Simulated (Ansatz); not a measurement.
```xyz
9

C     0.732   -0.103    0.953
Si   -0.247    0.521   -0.480
F    -1.467    1.372    0.091
Cl    0.874    1.767   -1.648
Se   -1.006   -1.083   -1.880
H     1.056    0.735    1.575
H     0.124   -0.775    1.563
H     1.610   -0.647    0.603
H    -1.676   -1.788   -0.776
```

Charge 0, multiplicity 1.

(1) List the r2SCAN/def2-TZVPP orbital energies in eV (the Gaussian-basis code of Ansatz). (Best estimate.)

Results:

(1) Ansatz gave: Occupied: -12334.38, -2753.58, -1793.31, -1575.05, -1412.29, -1412.26, -1412.21, -666.39, -273.26, -254.99, -211.17, -193.52, -193.39, -193.38, -154.63, -154.53, -154.35, -143.50, -98.41, -98.39, -98.30, -55.01, -54.98, -54.84, -54.77, -54.75, -31.54, -21.83, -19.01, -18.43, -13.81, -11.92, -11.53, -11.34, -10.81, -10.72, -10.24, -9.40, -8.80, -8.59, -7.93, -6.58. Lowest empty: -0.69, -0.02, 0.37, 0.77, 1.25, 2.33, 2.79, 2.93.
